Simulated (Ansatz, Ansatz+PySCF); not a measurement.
```tsv
atom	x (Å)	y (Å)	z (Å)
C	-0.0331	-0.0197	0.0319
H	1.0791	0.0023	-0.0487
H	-0.5446	0.9942	0.0021
H	-0.5378	-0.9206	0.0434
```

Basis set: 6-31G (spherical functions). Frozen core: 1 orbital. Charge 0, multiplicity 2.

Computed with Ansatz (development build ahead of 0.2.0); each method stands on the lowest determinant of its kind that the runs found.

The atomization energy at this shape (free ground-state atoms in the same class of orbitals less the molecule, no zero-point energy) of doublet CH₃:

```tsv
method	atomization energy
UHF-MP2	264.45 kcal/mol
UHF	231.29 kcal/mol
```

Question: What does PBE0 (unrestricted) give?

Answer: 301.27 kcal/mol.

This basis has no polarisation functions and is too small for such energies, which can lie far from measured ones in either direction.
